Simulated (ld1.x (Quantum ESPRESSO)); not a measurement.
## How hard is this F TM potential?

ld1.x (Quantum ESPRESSO) 7.5 input, shortened:

```
&input
   title='F', zed=9., rel=2, dft='PZ', iswitch=3,
   config='[He] 2s2 2p3 3d-2', rel_dist='average'
 /
 &inputp
   pseudotype=2, tm=.true., lloc=0,
   nlcc=.true., new_core_ps=.true., rcore=0.60
 /
3
2P  2  1   3.00   0.00  0.75  0.75  0.0
3D  3  2  -2.00   0.20  0.80  0.80  0.0
2S  1  0   2.00   0.00  0.70  0.70  0.0
 &test
   configts(1)='2s2 2p3'
 /
```

Open shells are filled in proportion to 2j + 1 (rel_dist='average').

The pseudo-atom Hamiltonian at the reference potential is diagonalised in spherical Bessel functions j_l(qr) that vanish at 20 bohr, with q² up to the cutoff. All-electron valence levels (Ry): 2p1/2 -3.6139, 2p3/2 -3.6075, 2s -4.9688.

Problem. How do the lowest levels (Ry) of each channel move with the cutoff, and are there ghosts?

Solution.

```json
{"cutoff (Ry)": "8", "p1/2 #1": "-1.8462", "p3/2 #1": "-1.8462", "d3/2 #1": "-0.5386", "d3/2 #2": "-0.2832", "d5/2 #1": "-0.5386", "s #1": "-4.5439", "s #2": "-1.0382", "f #1": "-0.2547", "f #2": "-0.1394", "Σ f·Δε (mRy)": "6140.2"}
{"cutoff (Ry)": "15", "p1/2 #1": "-2.2865", "p3/2 #1": "-2.2862", "d3/2 #1": "-0.5465", "d3/2 #2": "-0.2866", "d5/2 #1": "-0.5465", "s #1": "-4.6614", "s #2": "-1.0734", "f #1": "-0.2547", "f #2": "-0.1394", "Σ f·Δε (mRy)": "4584.9"}
{"cutoff (Ry)": "25", "p1/2 #1": "-2.6373", "p3/2 #1": "-2.6366", "d3/2 #1": "-0.5497", "d3/2 #2": "-0.2880", "d5/2 #1": "-0.5497", "s #1": "-4.6812", "s #2": "-1.0756", "f #1": "-0.2547", "f #2": "-0.1394", "Σ f·Δε (mRy)": "3493.7"}
{"cutoff (Ry)": "35", "p1/2 #1": "-2.8815", "p3/2 #1": "-2.8802", "d3/2 #1": "-0.5508", "d3/2 #2": "-0.2884", "d5/2 #1": "-0.5508", "s #1": "-4.7558", "s #2": "-1.0853", "f #1": "-0.2547", "f #2": "-0.1394", "Σ f·Δε (mRy)": "2613.1"}
{"cutoff (Ry)": "50", "p1/2 #1": "-3.1147", "p3/2 #1": "-3.1125", "d3/2 #1": "-0.5514", "d3/2 #2": "-0.2887", "d5/2 #1": "-0.5514", "s #1": "-4.8694", "s #2": "-1.1019", "f #1": "-0.2547", "f #2": "-0.1394", "Σ f·Δε (mRy)": "1688.0"}
{"cutoff (Ry)": "70", "p1/2 #1": "-3.3234", "p3/2 #1": "-3.3199", "d3/2 #1": "-0.5516", "d3/2 #2": "-0.2888", "d5/2 #1": "-0.5516", "s #1": "-4.9375", "s #2": "-1.1124", "f #1": "-0.2547", "f #2": "-0.1394", "Σ f·Δε (mRy)": "928.3"}
{"cutoff (Ry)": "100", "p1/2 #1": "-3.5101", "p3/2 #1": "-3.5051", "d3/2 #1": "-0.5518", "d3/2 #2": "-0.2888", "d5/2 #1": "-0.5517", "s #1": "-4.9618", "s #2": "-1.1165", "f #1": "-0.2547", "f #2": "-0.1394", "Σ f·Δε (mRy)": "322.6"}
{"cutoff (Ry)": "140", "p1/2 #1": "-3.5908", "p3/2 #1": "-3.5849", "d3/2 #1": "-0.5518", "d3/2 #2": "-0.2888", "d5/2 #1": "-0.5518", "s #1": "-4.9633", "s #2": "-1.1168", "f #1": "-0.2547", "f #2": "-0.1394", "Σ f·Δε (mRy)": "79.2"}
{"cutoff (Ry)": "180", "p1/2 #1": "-3.6105", "p3/2 #1": "-3.6043", "d3/2 #1": "-0.5518", "d3/2 #2": "-0.2888", "d5/2 #1": "-0.5518", "s #1": "-4.9654", "s #2": "-1.1170", "f #1": "-0.2547", "f #2": "-0.1394", "Σ f·Δε (mRy)": "16.5"}
{"cutoff (Ry)": "260", "p1/2 #1": "-3.6132", "p3/2 #1": "-3.6070", "d3/2 #1": "-0.5518", "d3/2 #2": "-0.2888", "d5/2 #1": "-0.5518", "s #1": "-4.9686", "s #2": "-1.1175", "f #1": "-0.2547", "f #2": "-0.1394", "Σ f·Δε (mRy)": "2.1"}
{"cutoff (Ry)": "400", "p1/2 #1": "-3.6138", "p3/2 #1": "-3.6075", "d3/2 #1": "-0.5518", "d3/2 #2": "-0.2888", "d5/2 #1": "-0.5518", "s #1": "-4.9688", "s #2": "-1.1175", "f #1": "-0.2547", "f #2": "-0.1394", "Σ f·Δε (mRy)": "0.0"}
```

Result: no extra level below or beside the all-electron valence levels (p1/2, p3/2, d3/2, d5/2, s, f tested); 10 mRy is reached at 200 Ry and 1 mRy at over 300 Ry.
